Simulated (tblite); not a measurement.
Start geometry of `C(=C1\CCC[SiH2]C1)/C=N\[H]` from a force field or distance geometry (Å):
```
atom  x, y, z in Å
N1     4.0895    0.4939    0.6325
C2     2.8347    0.7922    0.3190
C3     1.9084   -0.3506    0.2861
C4     0.6150   -0.1694   -0.0229
C5    -0.2374   -1.3920   -0.0234
C6    -1.5929   -1.0948    0.5695
C7    -2.4052   -0.4360   -0.5197
Si8   -1.6908    1.2722   -0.7060
C9     0.1184    1.1817   -0.3060
H10    4.3434   -0.4947    0.8296
H11    2.5571    1.7924    0.1302
H12    2.2391   -1.3734    0.4972
H13   -0.3578   -1.8421   -1.0123
H14    0.2547   -2.1877    0.5953
H15   -1.4288   -0.3027    1.3528
H16   -2.0395   -2.0197    0.9868
H17   -2.3243   -1.0386   -1.4449
H18   -3.4765   -0.3664   -0.2360
H19   -2.3710    2.1197    0.3154
H20   -1.9766    1.8868   -2.0059
H21    0.2754    1.8974    0.5375
H22    0.6547    1.6514   -1.1765
```

Question: What comes out of this run: tblite, GFN2-xTB geometry optimisation, gas phase?

Answer: 
```
atom  x, y, z in Å
N1     3.618    0.944    1.460
C2     2.634    0.899    0.665
C3     1.758   -0.224    0.425
C4     0.691   -0.255   -0.390
C5    -0.169   -1.483   -0.462
C6    -1.419   -1.313    0.416
C7    -2.367   -0.242   -0.121
Si8   -1.474    1.422   -0.352
C9     0.175    0.895   -1.171
H10    3.781    0.072    1.968
H11    2.443    1.818    0.119
H12    2.013   -1.125    0.975
H13   -0.484   -1.664   -1.492
H14    0.390   -2.355   -0.117
H15   -1.102   -1.049    1.428
H16   -1.941   -2.272    0.472
H17   -2.779   -0.580   -1.074
H18   -3.212   -0.140    0.561
H19   -1.199    2.056    0.940
H20   -2.220    2.318   -1.240
H21    0.881    1.719   -1.215
H22   -0.028    0.579   -2.195
```

The energy falls by 1.016 eV over 158 L-BFGS steps, the largest force on an atom goes from 5.83 to 0.008 eV/Å, and the atoms move by 0.883 Å rms after alignment. Among the bonds, N1=C2 and Si8–C9 change most and about equally (-0.061 to +0.060 Å). Bonds longer at the end by more than 0.005 Å: 7 of 22; shorter: 12. Among the angles that change most is N1–C2–C3, from 115.2° to 127.1°. Among the dihedrals that turn most is C3–C4–C9–H22, from 60° to 134°. Rotational constants go from 2986, 771.5, 638.6 to 2395, 841.5, 711.9 MHz. The orientation of the end geometry is arbitrary; only internal coordinates are fixed.

Time: 2.5 s of wall time. Hardware: one thread, Arm Neoverse N1 (aarch64), shared host with 64 logical CPUs at a one-minute load of 57.

Its GFN2-xTB frequencies are all real (lowest 52 cm⁻¹). The numbers are those of one conformer.

All values are computed, not measured.
